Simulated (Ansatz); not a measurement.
F₃La, singlet, at a GFN2-xTB geometry (such geometries of metal compounds can be far from the true shape) (core potentials on La); Ansatz (a quantum-chemistry and plane-wave program) with PBE0/def2-SV(P).

Input for Ansatz:
Ansatz 0.2 input:
```yaml
crystal:
  periodic: [false, false, false]
  atoms:
    - {symbol: La, position_ang: [0.03101627, -0.05651823, -0.13480663]}
    - {symbol: F, position_ang: [-1.70864996, -0.89419144, 0.33144867]}
    - {symbol: F, position_ang: [-0.05107305, 1.90142145, -0.45924858]}
    - {symbol: F, position_ang: [1.56328666, -0.64928125, 0.98157523]}
basis:
  gaussian:
    orbitals: def2-SV_P_.json
hamiltonian:
  xc: pbe0
output: {forces: true}
```
The basis file holds def2-SV(P) in the JSON format of the Basis Set Exchange.

Question: Write the output that Ansatz gives for this input, abridged.

Answer: 
```
Functional definition: PBE0
690 factors; integrals over basis functions are off by at most 3.1e-4 eV
mean field evaluation 1: about -8993.4381 eV, gradient 6.7e1 eV
mean field evaluation 2: about -8973.8628 eV, gradient 1.3e2 eV
mean field evaluation 4: about -9000.5786 eV, gradient 1.0e0 eV
mean field evaluation 8: about -9000.6410 eV, gradient 1.6e-2 eV
mean field evaluation 16: about -9000.6410 eV, gradient 2.7e-5 eV
mean field -9000.64103083 eV, -330.7674570294 hartree, gradient 2.7e-5 eV, S^2 0.000000; 0 other end points of the search recorded, 0 dependent functions left out
the calculation of the forces begins
reference -9000.64108157 eV, -330.7674588941 hartree; 19, 19 occupied and 48, 48 virtual orbitals, 690 factors
Total energy: -9000.64108157 eV, -330.7674588941 hartree
Atom 0 at     0.031016    -0.056518    -0.134807 Å, force     0.822925    -1.499557    -3.576718 eV/Å
Atom 1 at    -1.708650    -0.894191     0.331449 Å, force    -4.339210    -2.007379     1.308154 eV/Å
Atom 2 at    -0.051073     1.901421    -0.459249 Å, force    -0.238707     4.908507    -0.647915 eV/Å
Atom 3 at     1.563287    -0.649281     0.981575 Å, force     3.754991    -1.401572     2.916480 eV/Å
Dipole moment:     0.156223    -0.284673    -0.678998 e Å
```
